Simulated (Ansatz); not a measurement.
Species: CH6BOSi, charge 0, multiplicity 2. It need not be the lowest isomer of its formula. 
Geometry from a B3LYP-D3(BJ)/def2-TZVP (Ansatz, an electronic-structure program) optimisation:
```xyz
10

C      1.7896     0.6191     0.1180
Si     0.5260    -0.7606    -0.1269
B     -1.4200    -0.2459    -0.0516
O     -1.9601     0.9597     0.1515
H      1.6749     1.3898    -0.6461
H      1.6634     1.0916     1.0937
H      2.8078     0.2282     0.0578
H      0.7209    -1.8091     0.9088
H      0.7366    -1.4047    -1.4500
H     -2.9250     0.9907     0.1504
```
Charge 0, spin multiplicity 2.

Wanted: atomisation energy (electronic, to ground-state atoms); the coupled-cluster value holds the core correlation from cc-pwCVTZ, in eV. Valence correlation only, unless marked. Open shells are spin-unrestricted. No spin-orbit coupling. Non-relativistic. CBS(X,Y): correlation extrapolated as X^-3; Hartree-Fock from the larger set.

Level to compare with: CCSD(T)/CBS(cc-pV(T+d)Z,cc-pV(Q+d)Z) plus the core term (Ansatz), 36.47 eV. It is a level with limits of its own, and the differences hold the functionals' basis error too.

Problem. Rank these functionals by how close they come to CCSD(T)/CBS(cc-pV(T+d)Z,cc-pV(Q+d)Z), closest first: PBE0/def2-TZVPD (Ansatz); revPBE/def2-TZVPD (Ansatz); B3LYP/def2-TZVPD (Ansatz).

Solution. PBE0/def2-TZVPD (global hybrid, 36.29 eV, difference -0.18), B3LYP/def2-TZVPD (global hybrid, 36.18 eV, difference -0.29), revPBE/def2-TZVPD (GGA, 35.60 eV, difference -0.87)
